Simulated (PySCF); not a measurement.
Atoms are numbered as in `[CH2:1]=[CH:2][SiH2:3][CH2:4][CH3:5]`; H(Xn) means a hydrogen on atom n. Ha(C1) is cis to Si3; Hb(C1) is trans to Si3.

Geometry: PBE0-D3(BJ)/def2-SVP; GIAO absolute shieldings from PySCF 2.14.0 with density-fitted response routines, gas phase, non-relativistic, averaged over equivalent atoms.

At KT2/pcSseg-1 (142 basis functions, 19 s wall time on 1 thread of an Arm Neoverse V1, shared host):
| atoms | σ (ppm) |
| --- | --- |
| C1 | 51.0 |
| C2 | 52.1 |
| C5 | 172.6 |
| C4 | 180.4 |
| Si3 | 404.2 |
| H(C2) | 25.00 |
| Hb(C1) | 25.09 |
| Ha(C1) | 25.42 |
| H(Si3) | 26.87 |
| H(C5) | 30.02 |
| H(C4) | 30.33 |

**Question.** Predict the values at PBE0/def2-TZVP on the same geometry.

**Answer.** 
```
 atoms  σ at PBE0/def2-TZVP  change
    C1                 45.0    -6.0
    C2                 45.1    -7.0
    C5                176.9    +4.3
    C4                183.6    +3.2
   Si3                372.3   -31.9
 H(C2)                24.93   -0.07
Hb(C1)                25.11   +0.02
Ha(C1)                25.42   +0.00
H(Si3)                27.00   +0.13
 H(C5)                30.37   +0.35
 H(C4)                30.62   +0.29
```

The largest change is at Si3 (silicon bonded to 2 C, 2 H). Cost: 221 basis functions, 40 s wall time on 1 thread of an Arm Neoverse V1, shared host. The order of the carbon signals is the same at both levels.
